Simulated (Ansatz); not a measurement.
Cl3GaH4OSi (`[SiH3][OH+][Ga-]([Cl])([Cl])[Cl]`), relaxed with RKS PBE-D4/def2-SVP in Ansatz 0.2.0 from a rough embedded geometry. The force threshold is 0.03 eV/Å; the program also tests the step.

Total charge 0; spin multiplicity 1.

Start:

```xyz
10

Si   -1.307    0.815    0.019
O    -0.533   -0.634   -0.563
Ga    1.190   -0.746    0.155
Cl    2.351    0.919   -0.506
Cl    2.114   -2.593   -0.633
Cl    1.088   -0.892    2.354
H    -2.619    0.930   -0.527
H    -0.475    1.945   -0.345
H    -1.402    0.708    1.553
H    -0.407   -0.452   -1.508
```

| step | energy (eV) | largest force (eV/Å) | largest move (Å) |
| --- | --- | --- | --- |
| 1 | -99888.8330 | 3.373 | 0.000 |
| 2 | -99889.4855 | 1.326 | 0.186 |
| 3 | -99889.6276 | 0.798 | 0.156 |
| 4 | -99889.6625 | 0.588 | 0.091 |
| 5 | -99889.6806 | 0.310 | 0.192 |
| 6 | -99889.6965 | 0.459 | 0.112 |
| 7 | -99889.7116 | 0.140 | 0.200 |
| 8 (rejected) | -99889.7088 | 0.575 | 0.195 |
| 9 | -99889.7204 | 0.088 | 0.098 |
| 10 | -99889.7276 | 0.144 | 0.099 |
| 11 | -99889.7342 | 0.187 | 0.149 |
| 12 | -99889.7403 | 0.173 | 0.081 |
| 13 | -99889.7508 | 0.148 | 0.127 |
| 14 | -99889.7567 | 0.134 | 0.123 |
| 15 | -99889.7581 | 0.093 | 0.067 |
| 16 | -99889.7606 | 0.037 | 0.023 |
| 17 | -99889.7610 | 0.012 | 0.016 |

End:

```xyz
10

Si   -1.288    1.014   -0.140
O    -0.460   -0.521   -0.229
Ga    1.481   -0.857    0.386
Cl    2.183    1.202    0.281
Cl    1.918   -2.176   -1.293
Cl    1.284   -1.718    2.356
H    -2.734    0.691   -0.372
H    -0.778    1.940   -1.197
H    -1.032    1.490    1.248
H    -0.574   -1.063   -1.039
```

It took 38 s on 4 threads of an Arm Neoverse V2 on a shared host, with 0.23 GiB of host memory at the peak.
